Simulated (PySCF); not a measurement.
A PySCF script (with the pyscf-properties extension) for the NMR shieldings of `B[C@@H](B(C)C)C(=C)CC`, C₇H₁₆B₂, on a GFN2-xTB geometry:

```python
import basis_set_exchange as bse
import numpy as np
from pyscf import gto, dft
from pyscf.prop import nmr

atoms = """
B     0.186341    1.480922   -1.924345
C     0.352767    0.114622   -1.184397
B     1.246080    0.242903    0.148316
C     1.407972    1.625298    0.889428
C     2.024299   -1.038223    0.637670
C    -0.942043   -0.576452   -0.824204
C    -1.269249   -1.748341   -1.349754
C    -1.843147    0.094686    0.176110
C    -1.568698   -0.419009    1.589705
H    -0.799744    2.109096   -1.877139
H     1.089693    1.891645   -2.547305
H     0.907204   -0.575191   -1.831451
H     0.456588    2.133245    1.034764
H     1.905829    1.562099    1.855447
H     1.999054    2.293802    0.261980
H     2.980399   -1.084713    0.113259
H     2.259044   -1.033037    1.700384
H     1.506338   -1.967688    0.409131
H    -0.633555   -2.265942   -2.048930
H    -2.199730   -2.236449   -1.109419
H    -2.885999   -0.108418   -0.077399
H    -1.691309    1.173720    0.150401
H    -1.752291   -1.489729    1.643313
H    -2.214295    0.081452    2.308656
H    -0.532484   -0.236152    1.864913
"""
names = dict.fromkeys(["B", "C", "H"], "pcSseg-1")
basis = {el: gto.basis.parse(bse.get_basis(n, elements=[el], fmt="nwchem")) for el, n in names.items()}
mol = gto.M(atom=atoms, basis=basis, charge=0, verbose=0)
mf = dft.RKS(mol, xc="PBE0")
mf.grids.level = 2
mf.grids.alignment = dft.numint.BLKSIZE   # the property module wants whole blocks of grid points
mf.conv_tol = 1e-9
mf.kernel()

calc = nmr.RKS(mf)   # GIAO
C = mf.mo_coeff
Co = C[:, mf.mo_occ > 0]
resp = mf.gen_response(singlet=True, hermi=2)
def vind(x):   # induced exchange potential for any number of trial vectors
    d = np.einsum("pi,xij,qj->xpq", C, 2 * x.reshape(-1, C.shape[1], Co.shape[1]), Co, optimize=True)
    return np.einsum("xpq,pi,qj->xij", resp(d - d.transpose(0, 2, 1)), C, Co, optimize=True).ravel()
mo1, _ = nmr.rhf.solve_mo1(calc, with_cphf=vind)
sigma = calc.kernel(mo1)
for i, s in enumerate(sigma):   # ppm
    w = np.linalg.eigvalsh((s + s.T) / 2)
    print("%2d %-2s iso %8.1f  s11 %8.1f  s22 %8.1f  s33 %8.1f" % (i, mol.atom_pure_symbol(i), w.mean(), *w))
```

Task: What are the results?

Result: 
```
 0 B  iso     13.1  s11    -68.3  s22    -24.4  s33    131.8
 1 C  iso    118.1  s11     85.1  s22    132.1  s33    137.3
 2 B  iso     13.6  s11    -55.3  s22    -21.4  s33    117.7
 3 C  iso    169.2  s11    147.5  s22    174.2  s33    186.0
 4 C  iso    168.7  s11    149.2  s22    172.3  s33    184.6
 5 C  iso     23.3  s11    -97.0  s22     18.0  s33    148.9
 6 C  iso     73.0  s11    -25.8  s22    102.5  s33    142.2
 7 C  iso    154.9  s11    144.0  s22    148.7  s33    172.2
 8 C  iso    165.9  s11    149.6  s22    167.4  s33    180.7
 9 H  iso     23.7  s11     14.6  s22     27.5  s33     29.0
10 H  iso     23.8  s11     16.0  s22     26.9  s33     28.7
11 H  iso     28.1  s11     25.9  s22     27.7  s33     30.8
12 H  iso     30.9  s11     27.5  s22     30.7  s33     34.4
13 H  iso     30.4  s11     27.2  s22     28.9  s33     35.3
14 H  iso     31.4  s11     27.5  s22     29.8  s33     36.8
15 H  iso     31.0  s11     26.9  s22     28.9  s33     37.1
16 H  iso     30.6  s11     27.8  s22     28.9  s33     35.2
17 H  iso     30.2  s11     26.7  s22     30.2  s33     33.5
18 H  iso     26.8  s11     23.8  s22     25.7  s33     30.8
19 H  iso     26.9  s11     23.8  s22     25.2  s33     31.6
20 H  iso     29.4  s11     25.3  s22     27.6  s33     35.2
21 H  iso     29.3  s11     26.4  s22     27.9  s33     33.7
22 H  iso     30.9  s11     27.7  s22     28.9  s33     36.2
23 H  iso     30.6  s11     26.6  s22     27.2  s33     38.0
24 H  iso     31.4  s11     26.7  s22     31.3  s33     36.3
```

These numbers come from an equivalent density-fitted implementation of the same equations, which agrees with the script to about 0.01 ppm for H and up to a few tenths of a ppm for heavy atoms, so last digits may differ.

Size and cost of the density-fitted run: 233 basis functions, 100 s wall time on 1 thread of an Arm Neoverse N1, shared host; peak memory 1.1 GiB.
